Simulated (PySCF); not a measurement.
C$_{4}$H$_{10}$BO$_{2}$, doublet, geometry from GFN2-xTB; DF-R2SCAN/6-31G** in PySCF.

PySCF was given this input:
```python
from pyscf import gto, scf, dft

mol = gto.M(
    atom='''
C     3.042965    0.208873   -0.768064
C     2.324881   -0.743452    0.183543
O     1.103180   -0.220898    0.638197
B    -0.005917   -0.033382   -0.124088
O    -1.047151    0.537008    0.536839
C    -2.316504    0.790713   -0.007864
C    -3.093262   -0.492640   -0.286747
H     2.430966    0.376101   -1.652017
H     3.213553    1.164657   -0.279293
H     3.998297   -0.213333   -1.067754
H     2.936895   -0.913446    1.076355
H     2.161296   -1.709810   -0.314931
H    -2.850756    1.399426    0.730117
H    -2.220917    1.373435   -0.935433
H    -2.558304   -1.094523   -1.018483
H    -3.196935   -1.070903    0.627794
H    -4.081226   -0.254540   -0.671411
''',
    basis='6-31g**',
    charge=0,
    spin=1,
    verbose=4,
)

mf = dft.UKS(mol)
mf.xc = 'r2scan'
mf.small_rho_cutoff = 0
mf = mf.density_fit(auxbasis='def2-universal-jkfit')
mf.kernel()
mf.analyze()
```

It wrote (shortened):

```
PySCF version 2.14.0

[INPUT] verbose = 4
[INPUT] num. atoms = 17
[INPUT] num. electrons = 55
[INPUT] charge = 0
[INPUT] spin (= nelec alpha-beta = 2S) = 1
[INPUT] symmetry False subgroup None
[INPUT] Mole.unit = angstrom
[INPUT] Symbol           X                Y                Z      unit          X                Y                Z       unit  Magmom
[...]
nuclear repulsion = 287.496921713802
number of shells = 72
number of NR pGTOs = 259
number of NR cGTOs = 148
basis = 6-31g**
ecp = {}

******** <class 'pyscf.df.df_jk.DFUKS'> ********
method = DFUKS
initial guess = minao
damping factor = 0
level_shift factor = 0
DIIS = <class 'pyscf.scf.diis.CDIIS'>
diis_start_cycle = 1
diis_space = 8
diis_damp = 0
SCF conv_tol = 1e-09
SCF conv_tol_grad = None
SCF max_cycles = 50
direct_scf = False
number electrons alpha = 28  beta = 27
XC library pyscf.dft.libxc version 7.1.2
    S. Lehtola, C. Steigemann, M. J. T. Oliveira, and M. A. L. Marques,  SoftwareX 7, 1–5 (2018)
XC functionals = r2scan
    J. W. Furness, A. D. Kaplan, J. Ning, J. P. Perdew, and J. Sun,  J. Phys. Chem. Lett. 11, 8208–8215 (2020)
    J. W. Furness, A. D. Kaplan, J. Ning, J. P. Perdew, and J. Sun,  J. Phys. Chem. Lett. 11, 9248–9248 (2020)
    J. W. Furness, A. D. Kaplan, J. Ning, J. P. Perdew, and J. Sun,  J. Phys. Chem. Lett. 11, 8208–8215 (2020)
    J. W. Furness, A. D. Kaplan, J. Ning, J. P. Perdew, and J. Sun,  J. Phys. Chem. Lett. 11, 9248–9248 (2020)
radial grids:
    Treutler-Ahlrichs [JCP 102, 346 (1995); DOI:10.1063/1.469408] (M4) radial grids

becke partition: Becke, JCP 88, 2547 (1988); DOI:10.1063/1.454033
pruning grids: <function nwchem_prune>
grids dens level: 3
symmetrized grids: False
atomic radii adjust function: <function treutler_atomic_radii_adjust>
small_rho_cutoff = 0
Set gradient conv threshold to 3.16228e-05
tot grids = 196768
init E= -333.994106033883

cycle= 1 E= -333.405149365612  delta_E= 0.589  |g|= 0.62  |ddm|= 2.62
cycle= 2 E= -333.033841667416  delta_E= 0.371  |g|= 1.13  |ddm|= 1.41
cycle= 3 E= -333.556115974767  delta_E= -0.522  |g|= 0.137  |ddm|= 0.989
cycle= 4 E= -333.564344903544  delta_E= -0.00823  |g|= 0.0357  |ddm|= 0.136
cycle= 5 E= -333.564967289933  delta_E= -0.000622  |g|= 0.00926  |ddm|= 0.0403
cycle= 6 E= -333.565011811019  delta_E= -4.45e-05  |g|= 0.00205  |ddm|= 0.0125
cycle= 7 E= -333.565014064984  delta_E= -2.25e-06  |g|= 0.000559  |ddm|= 0.0032
cycle= 8 E= -333.565014219443  delta_E= -1.54e-07  |g|= 0.000267  |ddm|= 0.000717
cycle= 9 E= -333.56501425752  delta_E= -3.81e-08  |g|= 7.12e-05  |ddm|= 0.000295
cycle= 10 E= -333.565014261092  delta_E= -3.57e-09  |g|= 1.84e-05  |ddm|= 0.000113
cycle= 11 E= -333.565014261456  delta_E= -3.64e-10  |g|= 7.44e-06  |ddm|= 3.69e-05
Extra cycle  E= -333.565014261444  delta_E= 1.18e-11  |g|= 1.07e-05  |ddm|= 1.53e-05
converged SCF energy = -333.565014261444  <S^2> = 0.75340476  2S+1 = 2.0034019
**** SCF Summaries ****
Total Energy =                        -333.565014261444105
Nuclear Repulsion Energy =             287.496921713802237
One-electron Energy =                -1022.408200663919615
Two-electron Energy =                  401.346264688673330
Two-electron Coulomb Energy =          447.941021129131855
DFT Exchange-Correlation Energy =      -46.594756440458546
**** MO energy ****
                             alpha | beta                alpha | beta
[...]
To work with the spin densities directly, `use mulliken_meta_spin()` only printing them here.

 ** Mulliken spin pop alpha/beta on meta-lowdin orthogonal AOs **
 ** Mulliken Spin Density (per AO)  **
spin_pop of  0 C 1s       -0.00000
spin_pop of  0 C 2s        0.00044
spin_pop of  0 C 3s        0.00000
spin_pop of  0 C 2px       0.00033
spin_pop of  0 C 2py       0.00062
spin_pop of  0 C 2pz       0.00264
spin_pop of  0 C 3px       0.00009
spin_pop of  0 C 3py       0.00003
spin_pop of  0 C 3pz       0.00004
spin_pop of  0 C 3dxy     -0.00000
spin_pop of  0 C 3dyz      0.00000
spin_pop of  0 C 3dz^2     0.00001
spin_pop of  0 C 3dxz      0.00001
spin_pop of  0 C 3dx2-y2   -0.00000
spin_pop of  1 C 1s        0.00000
spin_pop of  1 C 2s        0.00126
spin_pop of  1 C 3s        0.00003
spin_pop of  1 C 2px      -0.00135
spin_pop of  1 C 2py       0.00008
spin_pop of  1 C 2pz      -0.00003
spin_pop of  1 C 3px       0.00033
spin_pop of  1 C 3py       0.00010
spin_pop of  1 C 3pz      -0.00001
spin_pop of  1 C 3dxy     -0.00000
spin_pop of  1 C 3dyz     -0.00000
spin_pop of  1 C 3dz^2     0.00004
spin_pop of  1 C 3dxz     -0.00005
spin_pop of  1 C 3dx2-y2   -0.00001
spin_pop of  2 O 1s       -0.00000
spin_pop of  2 O 2s        0.00067
spin_pop of  2 O 3s        0.00013
spin_pop of  2 O 2px       0.00295
spin_pop of  2 O 2py      -0.01179
spin_pop of  2 O 2pz       0.05929
spin_pop of  2 O 3px       0.00009
spin_pop of  2 O 3py       0.00010
spin_pop of  2 O 3pz       0.00163
spin_pop of  2 O 3dxy      0.00005
spin_pop of  2 O 3dyz     -0.00001
spin_pop of  2 O 3dz^2    -0.00013
spin_pop of  2 O 3dxz      0.00009
spin_pop of  2 O 3dx2-y2    0.00018
spin_pop of  3 B 1s        0.00007
spin_pop of  3 B 2s        0.38771
spin_pop of  3 B 3s        0.00998
spin_pop of  3 B 2px       0.00695
spin_pop of  3 B 2py       0.05947
spin_pop of  3 B 2pz       0.42089
spin_pop of  3 B 3px      -0.00018
spin_pop of  3 B 3py      -0.00012
spin_pop of  3 B 3pz      -0.00004
spin_pop of  3 B 3dxy      0.00007
spin_pop of  3 B 3dyz     -0.00047
spin_pop of  3 B 3dz^2    -0.00037
spin_pop of  3 B 3dxz     -0.00030
spin_pop of  3 B 3dx2-y2    0.00013
spin_pop of  4 O 1s       -0.00000
spin_pop of  4 O 2s        0.00067
spin_pop of  4 O 3s        0.00013
spin_pop of  4 O 2px       0.00049
spin_pop of  4 O 2py      -0.00536
spin_pop of  4 O 2pz       0.05534
spin_pop of  4 O 3px       0.00011
spin_pop of  4 O 3py       0.00011
spin_pop of  4 O 3pz       0.00159
spin_pop of  4 O 3dxy      0.00014
spin_pop of  4 O 3dyz      0.00001
spin_pop of  4 O 3dz^2    -0.00011
spin_pop of  4 O 3dxz      0.00004
spin_pop of  4 O 3dx2-y2    0.00009
spin_pop of  5 C 1s        0.00000
spin_pop of  5 C 2s        0.00126
spin_pop of  5 C 3s        0.00003
spin_pop of  5 C 2px      -0.00159
spin_pop of  5 C 2py       0.00081
spin_pop of  5 C 2pz      -0.00053
spin_pop of  5 C 3px       0.00036
spin_pop of  5 C 3py       0.00002
spin_pop of  5 C 3pz       0.00005
spin_pop of  5 C 3dxy     -0.00001
spin_pop of  5 C 3dyz     -0.00000
spin_pop of  5 C 3dz^2     0.00003
spin_pop of  5 C 3dxz     -0.00005
spin_pop of  5 C 3dx2-y2    0.00000
spin_pop of  6 C 1s       -0.00000
spin_pop of  6 C 2s        0.00044
spin_pop of  6 C 3s        0.00000
spin_pop of  6 C 2px       0.00020
spin_pop of  6 C 2py       0.00225
spin_pop of  6 C 2pz       0.00114
spin_pop of  6 C 3px       0.00010
spin_pop of  6 C 3py       0.00007
spin_pop of  6 C 3pz      -0.00001
spin_pop of  6 C 3dxy     -0.00000
spin_pop of  6 C 3dyz      0.00001
spin_pop of  6 C 3dz^2    -0.00000
spin_pop of  6 C 3dxz      0.00000
spin_pop of  6 C 3dx2-y2   -0.00000
spin_pop of  7 H 1s       -0.00162
spin_pop of  7 H 2s        0.00048
spin_pop of  7 H 2px       0.00002
spin_pop of  7 H 2py       0.00000
spin_pop of  7 H 2pz       0.00000
spin_pop of  8 H 1s        0.00006
spin_pop of  8 H 2s        0.00008
spin_pop of  8 H 2px      -0.00000
spin_pop of  8 H 2py       0.00000
spin_pop of  8 H 2pz       0.00000
spin_pop of  9 H 1s       -0.00003
spin_pop of  9 H 2s       -0.00001
spin_pop of  9 H 2px       0.00000
spin_pop of  9 H 2py      -0.00000
spin_pop of  9 H 2pz       0.00000
spin_pop of  10 H 1s       -0.00126
spin_pop of  10 H 2s        0.00005
spin_pop of  10 H 2px       0.00000
spin_pop of  10 H 2py       0.00001
spin_pop of  10 H 2pz       0.00000
spin_pop of  11 H 1s        0.00210
spin_pop of  11 H 2s        0.00039
spin_pop of  11 H 2px      -0.00000
spin_pop of  11 H 2py       0.00000
spin_pop of  11 H 2pz       0.00000
spin_pop of  12 H 1s       -0.00125
spin_pop of  12 H 2s        0.00005
spin_pop of  12 H 2px       0.00000
spin_pop of  12 H 2py      -0.00000
spin_pop of  12 H 2pz       0.00001
spin_pop of  13 H 1s        0.00210
spin_pop of  13 H 2s        0.00039
spin_pop of  13 H 2px      -0.00000
spin_pop of  13 H 2py       0.00001
spin_pop of  13 H 2pz      -0.00000
spin_pop of  14 H 1s       -0.00162
spin_pop of  14 H 2s        0.00048
spin_pop of  14 H 2px       0.00002
spin_pop of  14 H 2py       0.00000
spin_pop of  14 H 2pz       0.00000
spin_pop of  15 H 1s        0.00006
spin_pop of  15 H 2s        0.00008
spin_pop of  15 H 2px      -0.00000
spin_pop of  15 H 2py       0.00001
spin_pop of  15 H 2pz       0.00000
spin_pop of  16 H 1s       -0.00003
spin_pop of  16 H 2s       -0.00001
spin_pop of  16 H 2px       0.00000
spin_pop of  16 H 2py      -0.00000
spin_pop of  16 H 2pz       0.00000
 ** Mulliken Spin Density (per atom)  **
spin density of  0 C =      0.00419
spin density of  1 C =      0.00039
spin density of  2 O =      0.05324
spin density of  3 B =      0.88377
spin density of  4 O =      0.05325
spin density of  5 C =      0.00038
spin density of  6 C =      0.00420
spin density of  7 H =     -0.00111
spin density of  8 H =      0.00014
spin density of  9 H =     -0.00004
spin density of  10 H =     -0.00120
spin density of  11 H =      0.00249
spin density of  12 H =     -0.00119
spin density of  13 H =      0.00250
spin density of  14 H =     -0.00111
spin density of  15 H =      0.00014
spin density of  16 H =     -0.00004
 ** Mulliken pop alpha/beta on meta-lowdin orthogonal AOs **
 ** Mulliken pop       alpha | beta **
In total            28.00000 | 27.00000
 ** Mulliken atomic charges   ( Nelec_alpha | Nelec_beta ) **
charge of  0C =     -0.33782  (     3.17101      3.16681 )
charge of  1C =      0.03002  (     2.98519      2.98480 )
charge of  2O =     -0.34554  (     4.19939      4.14615 )
charge of  3B =      0.20944  (     2.83717      1.95339 )
charge of  4O =     -0.34554  (     4.19940      4.14614 )
charge of  5C =      0.03002  (     2.98518      2.98480 )
charge of  6C =     -0.33782  (     3.17101      3.16681 )
charge of  7H =      0.11405  (     0.44242      0.44353 )
charge of  8H =      0.11510  (     0.44252      0.44238 )
charge of  9H =      0.11423  (     0.44287      0.44290 )
charge of  10H =      0.10993  (     0.44444      0.44563 )
charge of  11H =      0.09532  (     0.45359      0.45109 )
charge of  12H =      0.10993  (     0.44444      0.44563 )
charge of  13H =      0.09532  (     0.45359      0.45109 )
charge of  14H =      0.11404  (     0.44242      0.44353 )
charge of  15H =      0.11510  (     0.44252      0.44238 )
charge of  16H =      0.11423  (     0.44287      0.44290 )
Dipole moment(X, Y, Z, Debye): -0.05380, -0.30369, -1.12875
```
